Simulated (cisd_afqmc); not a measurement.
Input (AFQMC/CISD/def2-SVP; cisd_afqmc is a phaseless AFQMC code with CISD trial states that reads the integrals written by Ansatz):

Ansatz 0.2 input:
```python
import cisd_afqmc

open("ham.yaml", "w").write("""\
crystal:
  periodic: [false, false, false]
  atoms:
    - {symbol: I, position_ang: [-0.00000000, -0.00000000, -1.34736833]}
    - {symbol: I, position_ang: [0.00000000, 0.00000000, 1.34736833]}
basis:
  gaussian:
    orbitals: def2-SVP
magnetization: {spin_polarized: false}
correlation: {method: ccsd, electrons: outside_noble_gas, hamiltonian_folder: ham}
""")
rep = cisd_afqmc.ansatz("ham.yaml")
e_ccsd = rep["correlation"]["coupled_cluster"]["energy"]["hartree"]
out = cisd_afqmc.run("ham", e_ccsd, trial="CISD", walkers=200, populations=8, threads=8, dt=0.005, steps=40, early=36, settle=10, least=32,
    cut=5e-5, rank_cut=2e-4, target=0.0004, seconds=1500, seed=1, memory=17280, gpu=False)
```

Output:

```
orbitals 34, occupied [7], factors 182 of 671, rank of the doubles 106 of 189
E(HF) = -593.316299
E(CCSD) on the cut factors = -593.529421, shift to the whole factors 0.000009
Energy of the trial state on the determinant = -593.529253
  tau behind 10.8 of longer steps, mean of the populations' last blocks
   2.0  -593.53541
   4.0  -593.53494
   6.0  -593.53464
   8.0  -593.53451
blocks 262 (0 outliers left out), error by blocks joined: 1: 0.00010, 2: 0.00013, 4: 0.00016, 8: 0.00021, 16: 0.00019
E(AFQMC/CISD) = -593.53468 +/- 0.00021
```
